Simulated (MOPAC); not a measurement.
Input file for MOPAC: PM3 on C3H10O (a complex), monomers drawn apart or pushed together.

```
PM3 1SCF PRECISE CHARGE=0 THREADS=1
C3H10O

C     -0.63362762 1     0.24077268 1     0.05274140 1
O      0.68303426 1    -0.15537351 1     0.40825259 1
H     -1.24813761 1    -0.60853692 1    -0.26510063 1
H     -0.54117946 1     0.93092368 1    -0.78458703 1
H     -1.14282022 1     0.75867897 1     0.87304389 1
H      0.62855758 1    -0.77085626 1     1.14619712 1
C     -0.12738256 1    -0.76930073 1     4.76623836 1
C      0.14353603 1     0.72912607 1     4.86994339 1
H     -0.50308707 1    -1.17586723 1     5.70695854 1
H      0.78270069 1    -1.32196745 1     4.51890962 1
H     -0.87773402 1    -0.98851672 1     4.00223957 1
H     -0.76766861 1     1.27874346 1     5.11332562 1
H      0.53476499 1     1.12545304 1     3.93181587 1
H      0.87582735 1     0.94270523 1     5.65054388 1
```

Output:

```
*******************************************************************************
 **                                                                           **
 **                              MOPAC v23.2.5                                **
 **                                                                           **
 *******************************************************************************
 ** MOPAC's Digital Object Identifier: https://doi.org/10.5281/zenodo.6511958 **
 **                                                                           **
 ** Please cite the open-source release paper for use of this MOPAC version:  **
 ** J. E. Moussa and J. J. P. Stewart (2026)                                  **
 ** MOPAC: An open-source semiempirical molecular orbital program             **
 ** J. Open Source Softw., 11(119), 8025, https://doi.org/10.21105/joss.08025 **
 *******************************************************************************

                              PM3 CALCULATION RESULTS

 *******************************************************************************
 *  PM3        - The PM3 Hamiltonian to be used
 *
 *
 *
 *                 CHARGE ON SYSTEM = 0
 *
 *
 *
 *  PRECISE    - TIGHTER CRITERIA TO BE USED
 *  1SCF       - DO 1 SCF AND THEN STOP
 *  THREADS=1  - MULTI-THREADING NOT USED
 *  T=         - A TIME OF 172800.0 SECONDS REQUESTED
 *  DUMP=N     - RESTART FILE WRITTEN EVERY 7200.0 SECONDS REQUESTED
 *******************************************************************************
PM3 1SCF PRECISE CHARGE=0 THREADS=1
 C3H10O

   ATOM   CHEMICAL          X               Y               Z
  NUMBER   SYMBOL      (ANGSTROMS)     (ANGSTROMS)     (ANGSTROMS)

     1       C         -0.63362762  *   0.24077268  *   0.05274140  *
     2       O          0.68303426  *  -0.15537351  *   0.40825259  *
     3       H         -1.24813761  *  -0.60853692  *  -0.26510063  *
     4       H         -0.54117946  *   0.93092368  *  -0.78458703  *
     5       H         -1.14282022  *   0.75867897  *   0.87304389  *
     6       H          0.62855758  *  -0.77085626  *   1.14619712  *
     7       C         -0.12738256  *  -0.76930073  *   4.76623836  *
     8       C          0.14353603  *   0.72912607  *   4.86994339  *
     9       H         -0.50308707  *  -1.17586723  *   5.70695854  *
    10       H          0.78270069  *  -1.32196745  *   4.51890962  *
    11       H         -0.87773402  *  -0.98851672  *   4.00223957  *
    12       H         -0.76766861  *   1.27874346  *   5.11332562  *
    13       H          0.53476499  *   1.12545304  *   3.93181587  *
    14       H          0.87582735  *   0.94270523  *   5.65054388  *



          CARTESIAN COORDINATES

    NO.       ATOM           X           Y           Z

     1         C         -0.6336      0.2408      0.0527
     2         O          0.6830     -0.1554      0.4083
     3         H         -1.2481     -0.6085     -0.2651
     4         H         -0.5412      0.9309     -0.7846
     5         H         -1.1428      0.7587      0.8730
     6         H          0.6286     -0.7709      1.1462
     7         C         -0.1274     -0.7693      4.7662
     8         C          0.1435      0.7291      4.8699
     9         H         -0.5031     -1.1759      5.7070
    10         H          0.7827     -1.3220      4.5189
    11         H         -0.8777     -0.9885      4.0022
    12         H         -0.7677      1.2787      5.1133
    13         H          0.5348      1.1255      3.9318
    14         H          0.8758      0.9427      5.6505

  H: (PM3): J. J. P. STEWART, J. COMP. CHEM. 10, 209 (1989).
  C: (PM3): J. J. P. STEWART, J. COMP. CHEM. 10, 209 (1989).
  O: (PM3): J. J. P. STEWART, J. COMP. CHEM. 10, 209 (1989).

           Empirical Formula: C3 H10 O  =    14 atoms



      MOLECULAR POINT GROUP   :   C1


      RHF CALCULATION, NO. OF DOUBLY OCCUPIED LEVELS = 14


 -------------------------------------------------------------------------------
 PM3 1SCF PRECISE CHARGE=0 THREADS=1
 C3H10O



     1SCF WAS SPECIFIED, SO BFGS WAS NOT USED
     SCF FIELD WAS ACHIEVED


                              PM3 CALCULATION
                                                       MOPAC v23.2.5 Linux




          FINAL HEAT OF FORMATION =        -69.40622 KCAL/MOL =    -290.39562 KJ/MOL


          COSMO AREA              =        136.05 SQUARE ANGSTROMS
          COSMO VOLUME            =        115.20 CUBIC ANGSTROMS

          IONIZATION POTENTIAL    =         11.188151 EV
          HOMO LUMO ENERGIES (EV) =        -11.188  3.395
          NO. OF FILLED LEVELS    =         14
          MOLECULAR WEIGHT        =         62.1114         POINT GROUP:  C1

          MOLECULAR DIMENSIONS (Angstroms)

            Atom       Atom       Distance
            H     9    H     4     6.82497
            H     3    H    14     3.91030
            H    12    H     6     2.89441


          SCF CALCULATIONS        =          1





   ATOM   CHEMICAL          X               Y               Z
  NUMBER   SYMBOL      (ANGSTROMS)     (ANGSTROMS)     (ANGSTROMS)

     1       C         -0.63362762  *   0.24077268  *   0.05274140  *
     2       O          0.68303426  *  -0.15537351  *   0.40825259  *
     3       H         -1.24813761  *  -0.60853692  *  -0.26510063  *
     4       H         -0.54117946  *   0.93092368  *  -0.78458703  *
     5       H         -1.14282022  *   0.75867897  *   0.87304389  *
     6       H          0.62855758  *  -0.77085626  *   1.14619712  *
     7       C         -0.12738256  *  -0.76930073  *   4.76623836  *
     8       C          0.14353603  *   0.72912607  *   4.86994339  *
     9       H         -0.50308707  *  -1.17586723  *   5.70695854  *
    10       H          0.78270069  *  -1.32196745  *   4.51890962  *
    11       H         -0.87773402  *  -0.98851672  *   4.00223957  *
    12       H         -0.76766861  *   1.27874346  *   5.11332562  *
    13       H          0.53476499  *   1.12545304  *   3.93181587  *
    14       H          0.87582735  *   0.94270523  *   5.65054388  *

                             CARTESIAN COORDINATES

   1    C       -0.633627620     0.240772680     0.052741400
   2    O        0.683034260    -0.155373510     0.408252590
   3    H       -1.248137610    -0.608536920    -0.265100630
   4    H       -0.541179460     0.930923680    -0.784587030
   5    H       -1.142820220     0.758678970     0.873043890
   6    H        0.628557580    -0.770856260     1.146197120
   7    C       -0.127382560    -0.769300730     4.766238360
   8    C        0.143536030     0.729126070     4.869943390
   9    H       -0.503087070    -1.175867230     5.706958540
  10    H        0.782700690    -1.321967450     4.518909620
  11    H       -0.877734020    -0.988516720     4.002239570
  12    H       -0.767668610     1.278743460     5.113325620
  13    H        0.534764990     1.125453040     3.931815870
  14    H        0.875827350     0.942705230     5.650543880


           Empirical Formula: C3 H10 O  =    14 atoms



      MOLECULAR POINT GROUP   :   C1


                  EIGENVALUES
 -37.67542 -34.29819 -26.60099 -23.20789 -17.78668 -15.42309 -15.40009 -15.28249
 -15.20729 -13.76738 -12.50662 -12.17979 -12.14979 -11.18815   3.39512   3.75141
   3.81746   3.98766   4.00580   4.21971   4.28274   4.41074   4.71598   4.82709
   4.83715   5.55875


              NET ATOMIC CHARGES AND DIPOLE CONTRIBUTIONS

  ATOM NO.   TYPE          CHARGE      No. of ELECS.   s-Pop       p-Pop
    1          C           0.069963        3.9300     1.12548     2.80455
    2          O          -0.313852        6.3139     1.81477     4.49909
    3          H           0.009650        0.9904     0.99035
    4          H           0.040676        0.9593     0.95932
    5          H           0.009903        0.9901     0.99010
    6          H           0.183444        0.8166     0.81656
    7          C          -0.105167        4.1052     1.13583     2.96934
    8          C          -0.106674        4.1067     1.13540     2.97128
    9          H           0.035702        0.9643     0.96430
   10          H           0.034805        0.9652     0.96519
   11          H           0.030669        0.9693     0.96933
   12          H           0.035945        0.9641     0.96406
   13          H           0.037849        0.9622     0.96215
   14          H           0.037087        0.9629     0.96291
 DIPOLE           X         Y         Z       TOTAL
 POINT-CHG.    -0.880    -0.134     0.313     0.944
 HYBRID        -0.372    -0.325     0.404     0.638
 SUM           -1.251    -0.459     0.717     1.514


          ATOMIC ORBITAL ELECTRON POPULATIONS

     Atom    s        px        py        pz
    1  C   1.12548   0.85620   0.97012   0.97823
    2  O   1.81477   1.26290   1.67488   1.56131
    3  H   0.99035
    4  H   0.95932
    5  H   0.99010
    6  H   0.81656
    7  C   1.13583   1.00137   0.96061   1.00736
    8  C   1.13540   1.00628   0.95608   1.00892
    9  H   0.96430
   10  H   0.96519
   11  H   0.96933
   12  H   0.96406
   13  H   0.96215
   14  H   0.96291

 **********************
 *                    *
 * JOB ENDED NORMALLY *
 *                    *
 **********************




 == MOPAC DONE ==
```

The run finished.

Cost: about 0.020 core-seconds (a rough figure).
